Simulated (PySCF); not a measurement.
H12Si5, SMILES `[SiH3][Si]([SiH3])([SiH3])[SiH3]`, neutral singlet in the gas phase. 

Z-matrix (Å, degrees):
```
Si
Si 1 2.3513
H 2 1.5060 1 110.19
H 2 1.5060 3 108.75 1 -120.86
H 2 1.5060 3 108.75 4 -118.27
Si 1 2.3513 2 109.47 3 59.99
H 6 1.5060 1 110.19 2 -60.00
H 6 1.5060 7 108.75 1 -120.87
H 6 1.5060 7 108.75 8 -118.27
Si 1 2.3513 2 109.47 3 -60.01
H 10 1.5060 1 110.18 2 -60.00
H 10 1.5060 11 108.75 1 -120.86
H 10 1.5060 11 108.75 12 -118.27
Si 1 2.3513 2 109.47 3 179.99
H 14 1.5060 1 110.19 2 -180.00
H 14 1.5060 15 108.75 1 -120.86
H 14 1.5060 15 108.75 16 -118.27
```
Charge 0, spin multiplicity 1.

All levels are single points at this geometry (PBE-D3(BJ)/def2-SVP); Pople sets use spherical d functions. Orbital energies aren't observables, and empty levels follow the basis.

HF/STO-3G in PySCF gives gap (eV) = 17.15.

### Question
Estimate the gap (eV) from each of these levels: PBE-D3(BJ)/def2-TZVP in PySCF; B3LYP/6-31G* in PySCF; B3LYP/LANL2DZ in PySCF; M06-2X/6-31G* in PySCF; PBE/6-31G* in PySCF; SVWN5/6-31G* in PySCF; HF/3-21G in PySCF; HF/6-31G* in PySCF.

### Answer

```
level                          gap (eV)
-----------------------------  --------
PBE-D3(BJ)/def2-TZVP in PySCF      5.79
B3LYP/6-31G* in PySCF              7.60
B3LYP/LANL2DZ in PySCF             8.11
M06-2X/6-31G* in PySCF             9.56
PBE/6-31G* in PySCF                6.07
SVWN5/6-31G* in PySCF              5.95
HF/3-21G in PySCF                 13.57
HF/6-31G* in PySCF                13.43
```
